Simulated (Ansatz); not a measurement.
A structure relaxed at PBE0-D4/def2-TZVP, charge 0, multiplicity 1:

```xyz
9

N     1.565   -0.994   -0.097
Si    0.488    0.128    0.576
S    -1.540   -0.491    1.169
Si   -1.355    0.882   -0.417
F    -2.024    2.306   -0.193
Cl   -2.005    0.259   -2.247
H     1.318   -1.586   -0.872
H     2.348   -1.347    0.428
H     1.204    0.843    1.653
```

Question: Give its formula and SMILES.

Answer: ClFH3NSSi2, `N[Si@@H]1S[Si@]1(F)Cl`.

Question: Summarise the bond lengths by kind.

Answer: 1 × N–Si 1.694 Å; 2 × H–N 1.006 to 1.007 Å; 2 × S–Si 2.106 to 2.202 Å; 1 × Si–Si 2.225 Å; 1 × H–Si 1.478 Å; 1 × F–Si 1.589 Å; 1 × Cl–Si 2.040 Å.

Results of the Gaussian-basis code of Ansatz.
